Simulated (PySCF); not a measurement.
Computed IR spectrum (relative IR intensity) of a molecule C3H4ClFSi. Geometry optimised at PBE-D3(BJ)/def2-SVP. One conformer was computed; it need not be the lowest. Method: PBE-D3(BJ)/def2-SVP run with PySCF. Frequencies are harmonic and unscaled.

Lines under 2 % of the strongest are left out, and lines within 2 cm⁻¹ are merged.

ν (cm⁻¹): 425 (w), 463 (w), 590 (m), 639 (w), 659 (vw), 798 (vw), 830 (m), 881 (vs), 900 (w), 909 (m), 1049 (m), 1210 (m), 1384 (m), 2004 (s), 2174 (m), 2186 (m), 2193 (m) (against the strongest line: vs over 80 %, s over 45 %, m over 15 %, w over 4 %, vw less)

### Question
Identify the compound among the candidates.
A) F[C@@H]1C=C[Si@H]1Cl
B) C#C[Si@H](Cl)CF
C) CC#C[Si@@H](F)Cl
D) FC=C=C([SiH3])Cl

### Answer
D, FC=C=C([SiH3])Cl
